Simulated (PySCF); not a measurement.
What does the PBE0-D3(BJ)/def2-SVP structure of InChI=1S/BH8OPSi2/c1-3-5-2-4/h3H,1,5H2,4H3 look like in three dimensions?

```
atom  x, y, z in Å
B1     2.925    0.271    0.367
P2     1.240    0.906   -0.044
Si3    0.096   -0.773   -0.988
O4    -1.530   -0.478   -0.901
Si5   -2.711    0.102    0.117
H6     3.890    0.982    0.245
H7     3.015   -0.819    0.877
H8     1.373    1.913   -1.033
H9     0.435   -0.943   -2.427
H10    0.467   -1.982   -0.198
H11   -3.982    0.177   -0.654
H12   -2.338    1.460    0.612
H13   -2.882   -0.816    1.283
```

Any rigid rotation of these coordinates is as good. Atoms count from 1 in this order. Si5 (oxygen-bound silicon) is tetrahedral (angles from 107.9° to 110.2°). B1 (three-coordinate boron) is planar (angles 121.0°, 120.3° and 118.2°, sum 359.6°, 0.05 Å off the plane of its three neighbours). Si3 (oxygen-bound silicon) is distorted tetrahedral (angles from 104.9° to 112.2°). P2 (three-coordinate phosphorus) is pyramidal (angles 108.3°, 107.6° and 106.6°, sum 322.5°, 0.64 Å off the plane of its three neighbours).

Bonds between heavy atoms (Å): B1–P2 1.847, P2–Si3 2.240, Si3–O4 1.655, O4–Si5 1.663.

Method: PBE0-D3(BJ)/def2-SVP geometry optimisation, gas phase in PySCF 2.14.0.

Point group: C1 (no symmetry element, even within 0.4 Å). Not checked by PBE0-D3(BJ)/def2-SVP frequencies. One conformer, not necessarily the lowest (H–B1–P2–Si3 143° and -44°, B1–P2–Si3–O4 160°, P2–Si3–O4–Si5 -41°).

The run took 44 s on an Arm Neoverse V1 with one thread, shared host with 64 logical CPUs at a one-minute load of 24, and the process peaked at 0.54 GiB of memory. These figures are those of the optimisation.
